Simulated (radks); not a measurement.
The numbers below are computed, except where a source is named.
Spherical jellium clusters: N electrons in a uniform positive sphere of charge N and radius rs N^(1/3), rs = 4.47 bohr. Level of theory: non-relativistic Kohn-Sham, PBEsol, spin-polarised, spherical densities (a radial shooting solver with Libxc functionals). Levels are named by radial order and angular momentum (1s, 1p, 1d, 2s, ...), and open shells are averaged over m.

N = 6, configuration 1s2 1p(up 3, down 1). This is the lowest configuration that the search found. Occupied levels:

| level | occupation | eigenvalue (eV) | <r> (bohr) |
|---|---|---|---|
| 1s up | 1 | -4.0077 | 5.584 |
| 1s down | 1 | -3.6680 | 5.412 |
| 1p up | 3 | -2.8772 | 6.744 |
| 1p down | 1 | -2.4679 | 6.758 |

Energy (eV): total -10.1350, kinetic 8.7490, external -141.50, Hartree 69.488, exchange-correlation -19.231, background 72.362.
